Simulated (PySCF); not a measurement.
Telling isomers of C$_{4}$H$_{9}$ClO$_{2}$Si apart by NMR

PySCF 2.14.0 with density-fitted response routines calculation with structure optimised with GFN2-xTB and shielding tensors at PBE0/pcSseg-1 (GIAO); single conformer, no solvent, relativity neglected, equivalent nuclei averaged.

Shifts are taken against calculated references (same method and geometry level): 1H (σ = 31.72 ppm) and 13C (σ = 186.93 ppm) against TMS. Where no couplings were computed, multiplicities follow the n + 1 count of equivalent neighbours, and m marks all less simple cases (inequivalent or close neighbours, rings, F or P nearby). Shifts are as computed. Against solution values, carbons near 30 ppm lie about +3 ppm off and those near 130 ppm about +5 ppm; carbons on Cl a further +6 ppm. Of 1211 compounds with measured shifts, 218 miss one by over three times the rms of a fit or turn the order of signals round; such compounds aren't used in these exercises. Carbons bonded to Cl come out too deshielded.

(1) Tabulate the signals of `CCO/C(=C/Cl)O[SiH3]`, `CC(C)OC(=O)[SiH2]Cl` and their relative energies.

(2) What is the quickest way to tell CCO/C(=C/Cl)O[SiH3] from CC(C)OC(=O)[SiH2]Cl?

## Answers

(1) 
| SMILES | carbon types | δC | δH | E rel. (kcal/mol) |
| --- | --- | --- | --- | --- |
| CCO/C(=C/Cl)O[SiH3] | 1×C 1×CH 1×CH2 1×CH3 | 164.1, 81.0, 65.3, 16.8 | 4.88 (s, 3H), 4.37 (s, 1H), 3.74 (q, 2H), 1.43 (t, 3H) | 43.2 |
| CC(C)OC(=O)[SiH2]Cl | 1×C 1×CH 2×CH3 | 184.4, 69.3, 23.6 | 5.30 (sept, 1H), 5.04 (s, 2H), 1.34 (d, 6H) | 0.0 |

Energies are electronic energies at PBE0/pcSseg-1 on these geometries, without zero-point or thermal terms, each for the one conformer computed, which needn't be the lowest.

(2) Count the carbon signals: 4 against 3. The first has an sp3 CH2 bonded to O at 65.3 ppm, the second a carbonyl carbon (C) at 184.4 ppm. Their most deshielded carbons lie at 164.1 and 184.4 ppm. In the proton spectra the most deshielded non-exchanging signals are 4.88 (s, 3H) and 5.30 (sept, 1H).
